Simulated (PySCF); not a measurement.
2-chlorocyclopenta-1,3-diene (C₅H₅Cl), SMILES C1C=CC(=C1)Cl. Heavy atoms are numbered as in [Cl:1][C:2]1=[CH:3][CH2:4][CH:5]=[CH:6]1. Hydrogens are named by the atom that carries them.

Coordinates come from a PBE0-D3(BJ)/def2-SVP optimisation. One conformer was computed; it need not be the lowest.

Computed with B3LYP/pcSseg-1 (PySCF).

GIAO shieldings, no solvent; atoms alike by connectivity are averaged. δ = σ(ref) − σ: ³⁵Cl against HCl (σ = 933.3 ppm); ¹³C against TMS (σ = 181.3 ppm); ¹H against TMS (σ = 31.68 ppm), references at their B3LYP-D3(BJ)/def2-TZVP geometries, non-relativistic (without spin–orbit terms, shifts of atoms bonded to Cl or Br come out too high).

Q: Estimate the chemical shifts. (An estimate is asked for; the answer gives what the named calculation found.)

A: 
```json
[
 {"nucleus": "³⁵Cl", "atoms": "Cl1", "count": "1", "δ (ppm)": "192.9"},
 {"nucleus": "¹³C", "atoms": "C2", "count": "1", "δ (ppm)": "151.1"},
 {"nucleus": "¹³C", "atoms": "C6 (CH)", "count": "1", "δ (ppm)": "145.6"},
 {"nucleus": "¹³C", "atoms": "C5 (CH)", "count": "1", "δ (ppm)": "144.5"},
 {"nucleus": "¹³C", "atoms": "C3 (CH)", "count": "1", "δ (ppm)": "136.6"},
 {"nucleus": "¹³C", "atoms": "C4 (CH2)", "count": "1", "δ (ppm)": "46.1"},
 {"nucleus": "¹H", "atoms": "H on C5", "count": "1", "δ (ppm)": "6.84"},
 {"nucleus": "¹H", "atoms": "H on C6", "count": "1", "δ (ppm)": "6.72"},
 {"nucleus": "¹H", "atoms": "H on C3", "count": "1", "δ (ppm)": "6.55"},
 {"nucleus": "¹H", "atoms": "H on C4", "count": "2", "δ (ppm)": "3.40"}
]
```
